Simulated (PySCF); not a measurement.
Gas-phase reaction: 2 SnH2Cl2 + 3 Cl2 ⇌ 2 SnCl3 + 4 HCl

Energies from PySCF (xtb for GFN2), thermal terms from the rigid-rotor harmonic-oscillator model, ideal gas at 1 bar. † marks an energy on the PBE0/def2-TZVP geometry and frequencies; other levels use their own. MP2 freezes the core. Open shells (unrestricted): SnCl3 (multiplicity 2); the rest are closed-shell singlets. GFN2 has no spin-polarisation term. Sn: scalar-relativistic def2 core potential, no spin-orbit coupling. SnH2Cl2, SnCl3: computed as isolated molecules; such fragments, hydroxides, amides, oligomers or adducts are transient or little studied in the gas. MP2 isn't extrapolated to the basis-set limit; its ΔH°(298 K) is -628.1 kJ in def2-SVP and -576.4 kJ in def2-TZVPP. The harmonic model lacks anharmonicity and excited electronic states, which grow with temperature; levels with a mode under 35 cm⁻¹ are left out. Soft modes under 120 cm⁻¹ make the harmonic entropy rough for SnH2Cl2, SnCl3.

| level | ΔE electronic, kJ | ΔH°(298 K), kJ | ΔS°(298 K), J/K | ΔG°(2000 K), kJ |
|---|---|---|---|---|
| BLYP/def2-TZVP† | -557 | -550 | 152 | -850 |
| GFN2-xTB | -510 | -500 | 162 | -808 |
| HF/def2-TZVP† | -623 | -617 | 152 | -917 |
| MP2/def2-TZVPP† | -583 | -576 | 152 | -876 |
| PBE0/def2-TZVP | -545 | -539 | 152 | -839 |
| ωB97M-V/def2-TZVP† | -531 | -525 | 152 | -825 |
ΔH° is lowest at HF/def2-TZVP† and highest at GFN2-xTB. No reference value is set beside these.
